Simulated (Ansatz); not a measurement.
A nudged elastic band was laid between two geometries of BH₅Se (7 atoms, charge 0, multiplicity 1).

Computed with RKS B3LYP/def2-TZVP (Ansatz).

```
movable images  : 7
climbing image  : yes
spring          : 5.0 eV/Å²
optimiser       : quadratic models (default)
start path      : through a guess of the saddle point
force threshold : 0.03 eV/Å
iteration limit : 60
end points      : relaxed
```

Image 0:

```xyz
7
Properties=species:S:1:pos:R:3
B -0.709 -0.445 -0.496
Se 1.020 0.796 0.053
H -1.006 -0.998 0.522
H -0.194 -1.110 -1.352
H -1.442 0.423 -0.884
H 0.548 1.429 1.298
H 1.844 -0.163 0.813
```

Image 8:

```xyz
7
Properties=species:S:1:pos:R:3
B -0.689 -0.497 -0.474
Se 1.252 0.175 0.315
H -0.690 -1.614 -0.035
H -0.456 -0.401 -1.648
H -1.477 0.273 -0.009
H 1.185 1.626 0.063
H 0.935 0.371 1.741
```

**Question.** What changes between the two ends?

**Answer.** No bond is made or broken. The dihedral H5–B1–Se2–H6 goes from 74 to -47°. The two ends are copies of one structure, up to a mirror image or an exchange of like atoms.

**Question.** What energy profile does the band end with?

**Answer.** It converged. The highest image is number 4 of 0 to 8, 0.057 eV above the ends, which have the same energy within 2 meV. A vibrational analysis at the climbing image gives one clearly imaginary mode, 179i cm⁻¹: a first-order saddle point.

```
image  path coordinate (Å)  energy (eV)  dihedral H5–B1–Se2–H6 (°)
    0                 0.00        0.000                         74
    1                 0.34        0.009                         59
    2                 0.69        0.029                         44
    3                 1.03        0.049                         29
    4                 1.37        0.057                         14
    5                 1.72        0.049                         -2
    6                 2.06        0.029                        -17
    7                 2.41        0.008                        -32
    8                 2.75        0.000                        -47
```

**Question.** What is the geometry of the highest image?

**Answer.** 
```xyz
7
Properties=species:S:1:pos:R:3
B -0.701 -0.498 -0.514
Se 1.207 0.546 0.078
H -0.719 -1.405 0.266
H -0.411 -0.763 -1.645
H -1.503 0.375 -0.352
H 0.690 1.755 0.742
H 1.498 -0.079 1.380
```

**Question.** What are the harmonic wavenumbers there?

**Answer.** 179i, 258, 466, 477, 787, 796, 1062, 1097, 1168, 1177, 2399, 2410, 2508, 2600, 2605 cm⁻¹.

The band took 7 iterations and about 120 core-seconds.

The run took 61 s on 2 threads of Intel(R) Xeon(R) Platinum 8488C (Sapphire Rapids), on a shared host, peak memory 0.23 GiB.
